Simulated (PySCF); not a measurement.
C4, SMILES [C]1[C+]2[C][C-]12 (connectivity only; charge and spin as stated), neutral, multiplicity 1. Geometry optimised at B3LYP-D3(BJ)/def2-TZVP.

These are B3LYP-D3(BJ)/def2-TZVP in PySCF values and carry that method's errors.

Harmonic wavenumbers (cm⁻¹): 308, 505, 952, 1016, 1287, 1394. Rotational constants (GHz): 37.75, 13.83, 10.12; symmetry number 4.

**Question.** Work out the zero-point energy and the ideal-gas rigid-rotor harmonic-oscillator thermochemistry at 298.15 K and 1 atm.

**Answer.** ZPE = ½ Σ hcν = ½ × 5462 cm⁻¹ = 32.67 kJ/mol. H − E(el) = 44.50 kJ/mol. Entropy in J/(mol K): translation 157.04, rotation 79.00, vibration 9.49, total 245.52. G − E(el) = -28.70 kJ/mol. Cp = 49.80 J/(mol K).
